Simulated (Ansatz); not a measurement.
Consider the redistribution: `BC(=C)BO` + `OBF` → `BBO` + `C=C(F)BO`.

Calculated with Ansatz (gas phase, PBE0-D4/def2-TZVP geometries, no zero-point term in ΔE). CCSD(T)/CBS is the MP2 limit (def2-TZVPP, def2-QZVPP) plus CCSD(T) − MP2 in def2-TZVPP, frozen cores. This one scheme is used for every species. One conformer a species, not always the lowest.

`BC(=C)BO`:

Z-matrix (Å, degrees):
```
B
C 1 1.539
H 1 1.204 2 121.7
H 1 1.198 2 120.7 3 180.0
C 2 1.348 1 117.9 3 179.9
B 2 1.565 1 123.7 3 -0.1
H 5 1.089 2 121.9 1 -180.0
H 5 1.088 2 122.0 1 0.0
O 6 1.351 2 122.0 1 0.1
H 6 1.201 2 121.6 1 -179.9
H 9 0.964 6 112.1 2 0.0
```

`OBF`:

```xyz
5

O     0.545   -0.547   -0.642
B     0.048    0.314    0.263
F    -1.240    0.266    0.598
H    -0.112   -1.159   -0.989
H     0.759    1.125    0.770
```

`BBO`:

Cartesian coordinates in Å:
```
B -0.127 0.490 -1.099
B -0.131 -0.152 0.443
O 0.971 -0.677 1.035
H -0.404 -0.169 -2.063
H 0.058 1.658 -1.301
H -1.176 -0.145 1.061
H 0.808 -1.006 1.923
```

`C=C(F)BO`:

```xyz
9

C     0.688    1.239    0.694
C     0.095    0.419   -0.162
F    -0.177    0.868   -1.419
B    -0.341   -1.050    0.112
O    -0.938   -1.775   -0.853
H     0.903    0.880    1.691
H     0.965    2.254    0.431
H    -0.155   -1.556    1.179
H    -1.041   -1.279   -1.673
```

```json
{"species": "`BC(=C)BO`", "CCSD(T)/CBS(def2) energy (Eh)": "-204.49135"}
{"species": "`OBF`", "CCSD(T)/CBS(def2) energy (Eh)": "-201.07426"}
{"species": "`BBO`", "CCSD(T)/CBS(def2) energy (Eh)": "-127.16606"}
{"species": "`C=C(F)BO`", "CCSD(T)/CBS(def2) energy (Eh)": "-278.29807"}
```

Task: Work out ΔE.

Result: ΔE = (-127.16606) + (-278.29807) − (-204.49135) − (-201.07426) = 0.10148 Eh = +63.7 kcal/mol.

Largest T1 diagnostic among the species: 0.014.

From PBE to PBE0 (25 % exact exchange), in def2-TZVPP and without D4, ΔE moves by +2.4 kcal/mol. At CCSD(T), def2-SVP lies +1.1 kcal/mol from the extrapolated value and def2-TZVPP +0.1 kcal/mol. The D4 term adds +0.9 kcal/mol with B3LYP and +0.5 kcal/mol with PBE0; it sums over pairs of atoms, weighted by their polarisabilities, and B3LYP, whose exchange is more repulsive, gets the larger term.

B3LYP here is the variant with VWN-RPA as its local correlation; programs differ in this.
